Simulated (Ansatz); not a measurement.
Basis sets compared for Cu3F3 (the lowest singlet isomer of a short search). The state is a singlet with charge 0. Geometry r2SCAN-D4/def2-SVP. Ansatz on 4 threads of Arm Neoverse V1 on a shared host; times are rough, and most runs start from earlier orbitals.

Cartesian coordinates in Å:
```
Cu 0.028 -1.160 -0.769
Cu -1.172 0.375 0.653
Cu 1.143 0.786 0.118
F -0.044 1.786 1.184
F 1.803 -0.576 -1.007
F -1.759 -1.211 -0.179
```

The structure comes from a short search, and lower isomers may exist.

Binding counts from free atoms (Cu doublet, F doublet) in the same basis, without a counterpoise term.

```csv
level,functions,energy (Eh),HOMO (eV),LUMO (eV),binding per atom (eV),wall time
PBE-D4/def2-SVP,135,-5219.3034,-5.09,-2.60,3.45,1.9 s
PBE-D4/def2-TZVP,228,-5220.4120,-5.66,-3.11,3.04,3.2 s
r2SCAN-D4/def2-TZVP (with forces),228,-5221.2650,-5.71,-2.85,3.07,8 s
PBE0-D4/def2-SVP,135,-5219.3047,-6.71,-1.57,3.13,2.9 s
PBE0-D4/def2-TZVP,228,-5220.3840,-7.18,-1.99,2.83,8.5 s
```

(1) Estimate the rows for PBE-D4/def2-TZVPD, r2SCAN-D4/def2-TZVPD, PBE0-D4/def2-TZVPD.

Results:

(1) 
```tsv
level	functions	energy (Eh)	HOMO (eV)	LUMO (eV)	binding per atom (eV)	wall time
PBE-D4/def2-TZVPD	264	-5220.4200	-5.64	-3.12	3.06	4.6 s
r2SCAN-D4/def2-TZVPD	264	-5221.2723	-5.67	-2.83	3.10	10 s
PBE0-D4/def2-TZVPD	264	-5220.3912	-7.14	-1.99	2.85	10 s
```
